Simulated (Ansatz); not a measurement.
Born–Oppenheimer molecular dynamics of a periodic cell of 17 atoms, CuSi16 (host Si, host structure diamond, interstitial Cu), cell charge +1. It starts from a relaxed structure.

Method: DFT PBEsol, scalar-relativistic, plane waves, PAW (Ansatz). Settings: accuracy low, PAW set soft_1, cutoff 420 eV, k mesh 2x2x2, fermi-dirac smearing 0.02 eV, no spin polarisation.

```
ensemble                      : NVE (velocity Verlet)
time step                     : 3 fs
steps asked                   : 100
starting velocities drawn for : 3000 K
seed                          : 736779
```

First frame:

```xyz
17
Lattice="0.0000 5.4300 5.4300 5.4300 0.0000 5.4300 5.4300 5.4300 0.0000" Properties=species:S:1:pos:R:3
Si 0.050 -0.024 -0.042
Si 1.311 1.300 1.420
Si 2.638 2.657 0.037
Si 4.103 3.969 1.335
Si 2.650 -0.028 2.793
Si 4.016 1.306 4.135
Si 5.396 2.668 2.808
Si 6.729 4.049 4.145
Si 0.034 2.771 2.711
Si 1.502 4.220 3.930
Si 2.861 5.525 2.548
Si 4.045 6.781 4.107
Si 2.707 2.774 5.401
Si 3.994 4.066 6.866
Si 5.362 5.391 5.489
Si 6.729 6.797 6.807
Cu 5.614 8.223 5.208
```

What does the run give?

The run went to its last step.

```json
{
  "steps done": "100",
  "time covered": "300 fs",
  "mean temperature over the second half": "1320 K",
  "spread of the potential energy over the second half": "35.5 meV per atom",
  "mean potential energy of the second half above the start": "206.3 meV per atom"
}
```

The conserved energy stayed within 2.9 meV per atom of its start (net change 1.7 meV per atom), so the integration is sound. Over the second half the temperature averaged 0.44 of the 3000 K drawn at the start: a run that starts near a minimum puts about half its kinetic energy into the potential. A run of 0.3 ps of so small a system gives no equilibrium averages. Limits of this set-up: coarse k mesh, PAW files made for another functional, low accuracy level, charged cell in a uniform background, uncorrected.

What happens to the structure?

Mean squared displacements from the first frame to the last, about the centre of mass: Si 0.12 Å², Cu 0.31 Å². The details hang on the random start.

How do temperature and energy run in time?


| time (fs) | T (K) | potential energy less start (eV) | conserved less start (meV/atom) |
| --- | --- | --- | --- |
| 0.0 | 3000 | 0.000 | 0.00 |
| 9.0 | 2234 | 1.611 | 1.61 |
| 18.0 | 1300 | 3.565 | 2.85 |
| 27.0 | 1387 | 3.369 | 1.88 |
| 36.0 | 1641 | 2.833 | 1.31 |
| 45.0 | 1400 | 3.339 | 1.71 |
| 54.0 | 1025 | 4.120 | 2.13 |
| 63.0 | 876 | 4.423 | 1.78 |
| 72.0 | 733 | 4.725 | 2.09 |
| 81.0 | 760 | 4.666 | 2.02 |
| 90.0 | 912 | 4.352 | 1.94 |
| 99.0 | 1060 | 4.043 | 1.86 |
| 108.0 | 1121 | 3.918 | 1.91 |
| 117.0 | 1168 | 3.822 | 1.91 |
| 126.0 | 1239 | 3.673 | 1.83 |
| 135.0 | 1299 | 3.553 | 2.01 |
| 144.0 | 1421 | 3.295 | 1.69 |
| 153.0 | 1340 | 3.464 | 1.83 |
| 162.0 | 1166 | 3.829 | 2.08 |
| 171.0 | 1153 | 3.855 | 2.14 |
| 180.0 | 1318 | 3.510 | 1.80 |
| 189.0 | 1333 | 3.476 | 1.74 |
| 198.0 | 1122 | 3.916 | 1.91 |
| 207.0 | 879 | 4.425 | 2.22 |
| 216.0 | 905 | 4.369 | 2.16 |
| 225.0 | 1124 | 3.909 | 1.79 |
| 234.0 | 1191 | 3.775 | 1.97 |
| 243.0 | 1234 | 3.687 | 2.03 |
| 252.0 | 1305 | 3.537 | 1.77 |
| 261.0 | 1288 | 3.577 | 2.16 |
| 270.0 | 1505 | 3.124 | 1.86 |
| 279.0 | 1761 | 2.589 | 1.64 |
| 288.0 | 1873 | 2.362 | 1.86 |
| 297.0 | 1938 | 2.224 | 1.60 |

The run took 11 min on 1 thread of Arm Neoverse V2 (shared host), peak memory 0.65 GiB.
